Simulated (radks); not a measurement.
The numbers below are computed, except where a source is named.
Problem. The mean radii <r> (bohr) of the occupied orbitals of an atom or ion are listed with their occupations. Code: a radial shooting solver on a logarithmic mesh with Libxc functionals. Model: scalar-relativistic Kohn-Sham, exchange-only LDA, spin-polarised, spherical densities, point nucleus.

| orbital | occ. | <r> |
|---|---|---|
| 1s down | 1 | 0.02233 |
| 1s up | 1 | 0.02233 |
| 2s up | 1 | 0.09518 |
| 2s down | 1 | 0.09518 |
| 2p up | 3 | 0.08392 |
| 2p down | 3 | 0.08392 |
| 3s up | 1 | 0.2499 |
| 3s down | 1 | 0.2497 |
| 3p up | 3 | 0.2483 |
| 3p down | 3 | 0.2481 |
| 3d up | 5 | 0.2261 |
| 3d down | 5 | 0.2259 |
| 4s up | 1 | 0.5615 |
| 4s down | 1 | 0.5616 |
| 4p up | 3 | 0.5919 |
| 4p down | 3 | 0.5921 |
| 4d up | 5 | 0.6352 |
| 4d down | 5 | 0.6359 |
| 5s up | 1 | 1.185 |
| 5s down | 1 | 1.193 |
| 4f up | 4 | 0.7208 |

Name the element and its charge. Open shells, if any, are filled with parallel spins first.

Solution. Z = 63, europium, charge +11: Eu11+ in [Kr] 4d10 4f4 5s2. The 1s radius gives Z: for a bare nucleus <r> = (2 gamma + 1)/(2Z) with gamma = sqrt(1 - (Z/c)^2), 0.02203 bohr for Z = 63, and screening makes it slightly larger (0.02233 here). The occupations add up to 52, and the charge is Z minus that.
